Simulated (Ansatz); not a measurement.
`[NH2][Al]([OH])[Br]` + CH₃NH₂ → `C[NH][Al]([NH2])[OH]` + HBr  (ligand exchange at the Al–Br bond)

Calculated with Ansatz (gas phase, PBE0-D4/def2-TZVP geometries, no zero-point term in ΔE). CCSD(T)/CBS adds triple-zeta CCSD(T) − MP2 to the extrapolated MP2 energy (def2 sets, frozen cores). DFT in def2-TZVPP. For Br outer-core shells are correlated without core-valence functions, which leaves a few kJ/mol of doubt a bond. Scalar relativity is left out up to krypton. One conformer a species, not always the lowest.

`[NH2][Al]([OH])[Br]`:

Cartesian coordinates in Å:
```
N 0.574 0.286 1.060
Al -0.403 -0.351 -0.252
O -0.336 0.202 -1.843
Br -1.846 -2.011 0.197
H 1.252 1.026 0.984
H 0.522 -0.054 2.006
H 0.236 0.902 -2.152
```

CH₃NH₂:

Z-matrix (Å, degrees):
```
C
N 1 1.453
H 1 1.092 2 109.4
H 1 1.100 2 115.4 3 -121.6
H 1 1.092 2 109.4 3 116.8
H 2 1.012 1 110.6 3 62.6
H 2 1.012 1 110.6 3 -179.3
```

`C[NH][Al]([NH2])[OH]`:

Z-matrix (Å, degrees):
```
C
N 1 1.446
H 1 1.093 2 110.1
H 1 1.097 2 112.6 3 -119.0
H 1 1.097 2 112.7 3 119.0
Al 2 1.770 1 128.0 3 -0.3
H 2 1.008 1 111.8 3 179.8
O 6 1.698 2 122.1 1 179.8
N 6 1.763 2 121.2 1 -0.2
H 8 0.954 6 124.7 2 -0.5
H 9 1.005 6 126.3 2 -0.4
H 9 1.006 6 123.3 2 179.8
```

HBr:

```xyz
2

Br    0.223   -0.176    0.651
H    -0.223    0.176   -0.651
```

```
          level  ΔE (kJ/mol)  difference from CCSD(T)/CBS
         PBE-D4         81.8                         -1.6
      r2SCAN-D4         84.8                          1.4
        ωB97M-V         83.4                          0.0
         B2PLYP         82.9                         -0.5
  HF/def2-TZVPP         96.0                         12.6
CCSD/def2-TZVPP         82.0                         -1.4
  HF/def2-QZVPP         94.2                         10.8
 MP2/def2-QZVPP         84.8                          1.4
   HF/CBS(def2)         93.9                         10.5
 CCSD/CBS(def2)         84.4                          1.0
    CCSD(T)/CBS         83.4                            0
```

Largest T1 diagnostic among the species: 0.010.

The D4 term adds −3.1 kJ/mol with B3LYP and −1.9 kJ/mol with PBE0; it sums over pairs of atoms, weighted by their polarisabilities, and B3LYP, whose exchange is more repulsive, gets the larger term. From PBE to PBE0 (25 % exact exchange), in def2-TZVPP and without D4, ΔE moves by +4.3 kJ/mol. In def2-TZVPP, CCSD(T) changes the Hartree–Fock value by −15.1 kJ/mol (the triples alone add −1.1 kJ/mol) and MP2 by −12.0 kJ/mol.

B3LYP here is the variant with VWN-RPA as its local correlation; programs differ in this.
